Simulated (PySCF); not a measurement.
**Dipole response of Tb⁶³⁺ (terbium, charge +63)**

1s2, closed-shell 1S. Calculation: PySCF 2.14, in an even-tempered Gaussian basis (15 s from 170 bohr⁻², ratio 2.2; 7 p from 250 bohr⁻², ratio 2.4; 4 d from 750 bohr⁻², ratio 2.4; 3 f from 1100 bohr⁻², ratio 2.4; 3 g from 1700 bohr⁻², ratio 2.4); no relativity, point nucleus. Coupled (time-dependent) response in atomic units; α is the mean over directions.

```json
{"method": "UHF", "mean α (bohr³)": "5.155e-07", "C₆ (like pair)": "3.559e-10", "S(−4)": "1.749e-13"}
{"method": "PBE0", "mean α (bohr³)": "5.166e-07", "C₆ (like pair)": "3.569e-10", "S(−4)": "1.758e-13"}
```

S(−4) is the Cauchy moment in α(ω) = α(0) + S(−4) ω² + …

α(iu) at PBE0:

| u (hartree) | α(iu) (bohr³) |
| --- | --- |
| 0 | 5.166e-07 |
| 200 | 5.097e-07 |
| 400 | 4.900e-07 |
| 800 | 4.256e-07 |
| 1200 | 3.509e-07 |
| 1600 | 2.834e-07 |
| 2000 | 2.286e-07 |
| 3000 | 1.390e-07 |
| 4000 | 9.099e-08 |
| 6000 | 4.649e-08 |
| 10000 | 1.841e-08 |

For an ion, C₆ is the dispersion term alone; charge-induced terms of lower order in 1/R come first.

A non-relativistic calculation at this Z misses sizeable relativistic shifts.
